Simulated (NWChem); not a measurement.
System: SF₃, doublet; SMILES F[S](F)F

NWChem input:

```
start job
memory heap 200 mb stack 900 mb global 1100 mb
geometry units angstroms noautoz
  F     -1.649557     0.171772     0.301128
  S      0.000006    -0.091420     0.353065
  F      1.649550     0.171771     0.301127
  F      0.000001    -0.023421    -1.241324
end
basis spherical
  F library 6-31g*
  S library 6-31g*
end
dft
  odft
  mult 2
  xc pbe0
  iterations 150
  mulliken
end
task dft energy
```

NWChem printed, in part:

```
             Northwest Computational Chemistry Package (NWChem) 7.3.0
             --------------------------------------------------------

 CS  symmetry detected

                             Geometry "geometry" -> ""
                             -------------------------

 Output coordinates in angstroms (scale by  1.889725989 to convert to a.u.)

  No.       Tag          Charge          X              Y              Z
 ---- ---------------- ---------- -------------- -------------- --------------
    1 F                    9.0000     0.30916199     0.12570049    -1.64955350
    2 S                   16.0000     0.34981480    -0.13946855     0.00000000
    3 F                    9.0000     0.30916199     0.12570049     1.64955350
    4 F                    9.0000    -1.24021695    -0.00345689     0.00000000

 Effective nuclear repulsion energy (a.u.)     189.7537117693

      Symmetry information
      --------------------

 Group name             Cs
 Group number              2
 Group order               2
 No. of unique centers     3

                                 NWChem DFT Module
                                 -----------------

 Summary of "ao basis" -> "ao basis" (spherical)
 ------------------------------------------------------------------------------
       Tag                 Description            Shells   Functions and Types
 ---------------- ------------------------------  ------  ---------------------
 F                           6-31g*                  6       14   3s2p1d
 S                           6-31g*                  8       18   4s3p1d

      Symmetry analysis of basis
      --------------------------

        a'         37
        a"         23

            General Information
            -------------------
          SCF calculation type: DFT
          Wavefunction type:  spin polarized.
          No. of atoms     :     4
          No. of electrons :    43
           Alpha electrons :    22
            Beta electrons :    21
          Charge           :     0
          Spin multiplicity:     2
          Use of symmetry is: on ; symmetry adaption is: on
          Maximum number of iterations: 150
          AO basis - number of functions:    60
                     number of shells:    26
          Convergence on energy requested:  1.00D-06
          Convergence on density requested:  1.00D-05
          Convergence on gradient requested:  5.00D-04

              XC Information
              --------------
                         PBE0 Method XC Functional
                     Hartree-Fock (Exact) Exchange  0.250
          PerdewBurkeErnzerhof Exchange Functional  0.750
            Perdew 1991 LDA Correlation Functional  1.000 local
           PerdewBurkeErnz. Correlation Functional  1.000 non-local

             Grid Information
             ----------------
          Grid used for XC integration:  medium
          Radial quadrature: Mura-Knowles
          Angular quadrature: Lebedev.
          Tag              B.-S. Rad. Rad. Pts. Rad. Cut. Ang. Pts.
          ---              ---------- --------- --------- ---------
          F                   0.50       49           8.0       434
          S                   1.00       88           6.0       590
          Grid pruning is: on
          Number of quadrature shells:   186
          Spatial weights used:  Erf1

      Superposition of Atomic Density Guess
      -------------------------------------

 Sum of atomic energies:        -695.57267702

      Non-variational initial energy
      ------------------------------

 Total energy =    -695.905038
 1-e energy   =   -1345.930867
 2-e energy   =     460.272118
 HOMO         =      -0.186347
 LUMO         =       0.044854

   Symmetry analysis of molecular orbitals - initial alpha
   -------------------------------------------------------

  Numbering of irreducible representations:

     1 a'          2 a"

  Orbital symmetries:

     1 a'          2 a'          3 a"          4 a'          5 a'
     6 a"          7 a'          8 a'          9 a'         10 a"
    11 a'         12 a'         13 a"         14 a'         15 a'
    16 a"         17 a"         18 a'         19 a'         20 a"
    21 a'         22 a'         23 a'         24 a"         25 a'
    26 a'         27 a"         28 a'         29 a"         30 a"
    31 a'         32 a'

   Symmetry analysis of molecular orbitals - initial beta
   ------------------------------------------------------

  Numbering of irreducible representations:

     1 a'          2 a"

  Orbital symmetries:

     1 a'          2 a'          3 a"          4 a'          5 a'
     6 a"          7 a'          8 a'          9 a'         10 a"
    11 a'         12 a'         13 a"         14 a'         15 a'
    16 a"         17 a"         18 a'         19 a'         20 a"
    21 a'         22 a'         23 a'         24 a"         25 a'
    26 a'         27 a"         28 a'         29 a"         30 a"
    31 a'         32 a'

     ---------------------------------------------
      Total Density - Mulliken Population Analysis
     ---------------------------------------------

    Atom       Charge   Shell Charges
 -----------   ------   -------------------------------------------------------
    1 F    9     9.62   2.00  0.96  3.44  1.01  2.21  0.01
    2 S   16    14.28   2.00  2.00  5.97  1.34  1.71  0.52  0.59  0.15
    3 F    9     9.62   2.00  0.96  3.44  1.01  2.21  0.01
    4 F    9     9.48   2.00  0.95  3.36  1.01  2.16  0.01

     --------------------------------------------
      Spin Density - Mulliken Population Analysis
     --------------------------------------------

    Atom       Charge   Shell Charges
 -----------   ------   -------------------------------------------------------
    1 F    9     0.06   0.00  0.00  0.05 -0.00  0.01  0.00
    2 S   16     0.83   0.00  0.00  0.00  0.01  0.52  0.00  0.30  0.00
    3 F    9     0.06   0.00  0.00  0.05 -0.00  0.01  0.00
    4 F    9     0.05   0.00  0.00  0.04 -0.00  0.01  0.00

   convergence    iter        energy       DeltaE   RMS-Dens  Diis-err
 ---------------- ----- ----------------- --------- --------- ---------
 d= 0,ls=0.0,diis     1   -697.0053509999 -8.87D+02  1.53D-02  3.46D-01
                                                     1.58D-02  3.33D-01
 d= 0,ls=0.0,diis     2   -696.7487862329  2.57D-01  8.46D-03  1.10D+00
                                                     9.94D-03  1.10D+00
 d= 0,ls=0.0,diis     3   -697.1628164838 -4.14D-01  1.26D-03  1.28D-02
                                                     1.53D-03  1.40D-02
 d= 0,ls=0.0,diis     4   -697.1659914478 -3.17D-03  5.81D-04  4.73D-03
                                                     6.31D-04  4.50D-03
 d= 0,ls=0.0,diis     5   -697.1674087408 -1.42D-03  1.95D-04  4.09D-04
                                                     1.73D-04  3.78D-04
  Resetting Diis
 d= 0,ls=0.0,diis     6   -697.1675535532 -1.45D-04  4.87D-05  3.08D-06
                                                     8.72D-05  3.79D-06
 d= 0,ls=0.0,diis     7   -697.1675591045 -5.55D-06  1.26D-05  1.47D-07
                                                     2.10D-05  1.94D-07
 d= 0,ls=0.0,diis     8   -697.1675594720 -3.68D-07  4.73D-06  1.25D-07
                                                     6.43D-06  8.76D-08

         Total DFT energy =     -697.167559472041
      One electron energy =    -1344.862383993587
           Coulomb energy =      514.633213570566
    Exchange-Corr. energy =      -56.692100818339
 Nuclear repulsion energy =      189.753711769319

 Numeric. integr. density =       43.000000491717

                  Occupations of the irreducible representations
                  ----------------------------------------------

                     irrep           alpha         beta
                     --------     --------     --------
                     a'               15.0         14.0
                     a"                7.0          7.0

                    DFT Final Alpha Molecular Orbital Analysis
                    ------------------------------------------

 Vector   20  Occ=1.000000D+00  E=-4.160798D-01  Symmetry=a"
              MO Center= -1.4D-01,  8.3D-02, -8.4D-12, r^2= 2.8D+00
   Bfn.  Coefficient  Atom+Function         Bfn.  Coefficient  Atom+Function
  ----- ------------  ---------------      ----- ------------  ---------------
    51     -0.397043  4 F  pz                 3      0.390745  1 F  px
    35     -0.390745  3 F  px                 7      0.279046  1 F  px
    39     -0.279046  3 F  px                55     -0.253243  4 F  pz
     5     -0.092306  1 F  pz                37     -0.092306  3 F  pz
     9     -0.073340  1 F  pz                41     -0.073340  3 F  pz

 Vector   21  Occ=1.000000D+00  E=-3.728878D-01  Symmetry=a'
              MO Center=  3.7D-01, -4.8D-02,  2.3D-12, r^2= 2.6D+00
   Bfn.  Coefficient  Atom+Function         Bfn.  Coefficient  Atom+Function
  ----- ------------  ---------------      ----- ------------  ---------------
    24      0.357161  2 S  s                 20      0.333315  2 S  s
     5     -0.314089  1 F  pz                37      0.314089  3 F  pz
     9     -0.244180  1 F  pz                41      0.244180  3 F  pz
    21      0.214606  2 S  px                 3     -0.208989  1 F  px
    35     -0.208989  3 F  px                 4      0.162618  1 F  py

 Vector   22  Occ=1.000000D+00  E=-2.985162D-01  Symmetry=a'
              MO Center=  2.5D-01,  2.2D-02, -9.7D-15, r^2= 1.9D+00
   Bfn.  Coefficient  Atom+Function         Bfn.  Coefficient  Atom+Function
  ----- ------------  ---------------      ----- ------------  ---------------
    22      0.696049  2 S  py                26      0.255430  2 S  py
     4     -0.241814  1 F  py                36     -0.241814  3 F  py
    18     -0.240158  2 S  py                50     -0.227809  4 F  py
     8     -0.185303  1 F  py                40     -0.185303  3 F  py
    54     -0.183558  4 F  py                21      0.155220  2 S  px

 Vector   23  Occ=0.000000D+00  E=-4.167890D-02  Symmetry=a'
              MO Center=  8.8D-02, -8.3D-02, -1.2D-16, r^2= 2.0D+00
   Bfn.  Coefficient  Atom+Function         Bfn.  Coefficient  Atom+Function
  ----- ------------  ---------------      ----- ------------  ---------------
    21      0.643343  2 S  px                25      0.604833  2 S  px
    52      0.482998  4 F  s                 53      0.369491  4 F  px
    49      0.353686  4 F  px                20     -0.342508  2 S  s
    24     -0.277392  2 S  s                 17     -0.216179  2 S  px
     7     -0.138902  1 F  px                39     -0.138902  3 F  px

 Vector   24  Occ=0.000000D+00  E= 5.989359D-02  Symmetry=a"
              MO Center=  3.8D-01, -1.9D-01, -1.1D-14, r^2= 2.2D+00
   Bfn.  Coefficient  Atom+Function         Bfn.  Coefficient  Atom+Function
  ----- ------------  ---------------      ----- ------------  ---------------
    23      0.788327  2 S  pz                27      0.758031  2 S  pz
     6      0.441297  1 F  s                 38     -0.441297  3 F  s
     9      0.314852  1 F  pz                41      0.314852  3 F  pz
     5      0.278698  1 F  pz                37      0.278698  3 F  pz
    19     -0.259107  2 S  pz                55     -0.150582  4 F  pz

 Vector   25  Occ=0.000000D+00  E= 2.400712D-01  Symmetry=a'
              MO Center=  2.4D-01, -1.1D-01, -2.1D-15, r^2= 3.0D+00
   Bfn.  Coefficient  Atom+Function         Bfn.  Coefficient  Atom+Function
  ----- ------------  ---------------      ----- ------------  ---------------
    24      2.197413  2 S  s                 20     -1.619244  2 S  s
    52     -0.481592  4 F  s                  6     -0.347782  1 F  s
    38     -0.347782  3 F  s                 25     -0.265309  2 S  px
    53     -0.123885  4 F  px                 9     -0.096869  1 F  pz
    41      0.096869  3 F  pz                49      0.094722  4 F  px

                     DFT Final Beta Molecular Orbital Analysis
                     -----------------------------------------

 Vector   19  Occ=1.000000D+00  E=-4.265166D-01  Symmetry=a"
              MO Center=  2.9D-01,  1.0D-01, -3.9D-11, r^2= 3.1D+00
   Bfn.  Coefficient  Atom+Function         Bfn.  Coefficient  Atom+Function
  ----- ------------  ---------------      ----- ------------  ---------------
     4      0.435105  1 F  py                36     -0.435105  3 F  py
     8      0.330162  1 F  py                40     -0.330162  3 F  py
     5      0.119400  1 F  pz                37      0.119400  3 F  pz
     9      0.095126  1 F  pz                41      0.095126  3 F  pz
    51      0.081439  4 F  pz                29     -0.075294  2 S  d -1

 Vector   20  Occ=1.000000D+00  E=-4.116977D-01  Symmetry=a"
              MO Center= -1.0D-01,  8.9D-02, -1.4D-13, r^2= 2.9D+00
   Bfn.  Coefficient  Atom+Function         Bfn.  Coefficient  Atom+Function
  ----- ------------  ---------------      ----- ------------  ---------------
     3      0.393459  1 F  px                35     -0.393459  3 F  px
    51     -0.382347  4 F  pz                 7      0.284059  1 F  px
    39     -0.284059  3 F  px                55     -0.244286  4 F  pz
     5     -0.070783  1 F  pz                37     -0.070783  3 F  pz
     4      0.069327  1 F  py                36     -0.069327  3 F  py

 Vector   21  Occ=1.000000D+00  E=-3.565042D-01  Symmetry=a'
              MO Center=  4.0D-01, -1.1D-01, -3.0D-13, r^2= 2.5D+00
   Bfn.  Coefficient  Atom+Function         Bfn.  Coefficient  Atom+Function
  ----- ------------  ---------------      ----- ------------  ---------------
    24      0.352460  2 S  s                 20      0.349681  2 S  s
     5     -0.308306  1 F  pz                37      0.308306  3 F  pz
     9     -0.241572  1 F  pz                41      0.241572  3 F  pz
    21      0.233050  2 S  px                22     -0.214929  2 S  py
     3     -0.198129  1 F  px                35     -0.198129  3 F  px

 Vector   22  Occ=0.000000D+00  E=-1.545867D-01  Symmetry=a'
              MO Center=  3.1D-01,  3.0D-02, -9.9D-14, r^2= 1.9D+00
   Bfn.  Coefficient  Atom+Function         Bfn.  Coefficient  Atom+Function
  ----- ------------  ---------------      ----- ------------  ---------------
    22      0.665404  2 S  py                26      0.331788  2 S  py
    18     -0.236363  2 S  py                 4     -0.207372  1 F  py
    36     -0.207372  3 F  py                50     -0.203492  4 F  py
    21      0.185193  2 S  px                54     -0.170457  4 F  py
     8     -0.168208  1 F  py                40     -0.168208  3 F  py

 Vector   23  Occ=0.000000D+00  E=-2.113431D-02  Symmetry=a'
              MO Center=  5.1D-02, -6.9D-02, -1.6D-14, r^2= 2.0D+00
   Bfn.  Coefficient  Atom+Function         Bfn.  Coefficient  Atom+Function
  ----- ------------  ---------------      ----- ------------  ---------------
    21      0.624334  2 S  px                25      0.607508  2 S  px
    52      0.487751  4 F  s                 20     -0.384616  2 S  s
    53      0.370352  4 F  px                49      0.354338  4 F  px
    24     -0.293884  2 S  s                 17     -0.210006  2 S  px
    16      0.139459  2 S  s                  7     -0.132312  1 F  px

 Vector   24  Occ=0.000000D+00  E= 7.344640D-02  Symmetry=a"
              MO Center=  3.8D-01, -2.0D-01, -1.2D-14, r^2= 2.2D+00
   Bfn.  Coefficient  Atom+Function         Bfn.  Coefficient  Atom+Function
  ----- ------------  ---------------      ----- ------------  ---------------
    27      0.779752  2 S  pz                23      0.773917  2 S  pz
     6      0.447850  1 F  s                 38     -0.447850  3 F  s
     9      0.315862  1 F  pz                41      0.315862  3 F  pz
     5      0.275357  1 F  pz                37      0.275357  3 F  pz
    19     -0.255761  2 S  pz                55     -0.150599  4 F  pz

[...]
```

Level: PBE0/6-31G* (spherical d), spin-unrestricted. All runs use the structure optimised with PBE0/def2-SVP, spin-unrestricted. No stability test was run on the SCF state.
